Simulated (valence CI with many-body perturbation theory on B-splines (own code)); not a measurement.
The numbers below are computed, except where a source is named.
**Ladder of approximations for Ba42+**

Level of theory: relativistic CI+MBPT: four valence electrons over a frozen Dirac-Fock core [Ne], a basis of 11 s, 11 p, 9 d, 7 f, 5 g, 2 h, 1 i functions for each j, with the one-electron correlation potential Σ1 (screened to all orders), the two-electron term Σ2, the three-electron term Σ3, Breit, model QED; selected single and double excitations, second order for the rest (own B-spline code, finite nucleus).

No measured spectrum was set against this ion. As an estimate, large intervals hold to a few tenths of a per cent, small ones and those within an open d or f shell to about a per cent.

Each rung adds one term. CI alone is the Dirac-Coulomb CI over the frozen core; QED comes last and gives the full result, which names the levels. Energies are above (3s^2 3p1/2^2) J=0 on the same rung, in Ry.

Levels are named by their leading jj configuration (3d3/2^4 stands for four electrons in 3d with j = 3/2), which in mixed levels can hold well under half, so a name can repeat and another be missing. Letters in brackets count levels of one name in rising energy.

```
                     Level  CI alone
    (3s^2 3p1/2 3p3/2) J=1     6.581
    (3s^2 3p1/2 3p3/2) J=2     7.092
        (3s^2 3p3/2^2) J=2    14.024
    (3s 3p1/2^2 3p3/2) J=2    14.565
        (3s^2 3p3/2^2) J=0    15.087
    (3s 3p1/2^2 3p3/2) J=1    16.100
    (3s^2 3p1/2 3d3/2) J=2    18.012
    (3s^2 3p1/2 3d5/2) J=2    19.898
    (3s^2 3p1/2 3d3/2) J=1    20.122
    (3s^2 3p1/2 3d5/2) J=3    20.337
(3s 3p1/2 3p3/2^2) J=2 [a]    21.688
    (3s 3p1/2 3p3/2^2) J=3    22.101
    (3s 3p1/2 3p3/2^2) J=0    22.520
(3s 3p1/2 3p3/2^2) J=1 [a]    23.174
(3s 3p1/2 3p3/2^2) J=2 [b]    23.434
(3s 3p1/2 3p3/2^2) J=1 [b]    23.961
```

Task: What do these energies become with core correlation, Breit and QED?

Result: (3s^2 3p1/2 3p3/2) J=1 6.507 (-0.0744); (3s^2 3p1/2 3p3/2) J=2 7.000 (-0.0921); (3s^2 3p3/2^2) J=2 13.864 (-0.1604); (3s 3p1/2^2 3p3/2) J=2 14.447 (-0.1177); (3s^2 3p3/2^2) J=0 14.935 (-0.1524); (3s 3p1/2^2 3p3/2) J=1 15.969 (-0.1304); (3s^2 3p1/2 3d3/2) J=2 17.837 (-0.1745); (3s^2 3p1/2 3d5/2) J=2 19.704 (-0.1938); (3s^2 3p1/2 3d3/2) J=1 19.914 (-0.2086); (3s^2 3p1/2 3d5/2) J=3 20.107 (-0.2299); (3s 3p1/2 3p3/2^2) J=2 [a] 21.468 (-0.2199); (3s 3p1/2 3p3/2^2) J=3 21.874 (-0.2273); (3s 3p1/2 3p3/2^2) J=0 22.339 (-0.1810); (3s 3p1/2 3p3/2^2) J=1 [a] 22.966 (-0.2085); (3s 3p1/2 3p3/2^2) J=2 [b] 23.203 (-0.2312); (3s 3p1/2 3p3/2^2) J=1 [b] 23.727 (-0.2344).

Task: How does the ionisation energy move along the ladder, and which term matters most?

Result: CI alone 3270.3, + Σ1 3271.3, + Σ2 3271.3, + Σ3 3271.1, + Breit 3267.6, + QED 3267.6 eV. The largest step is Breit, -3.5 eV. NIST lists 3266 ± 4 eV (theoretical).
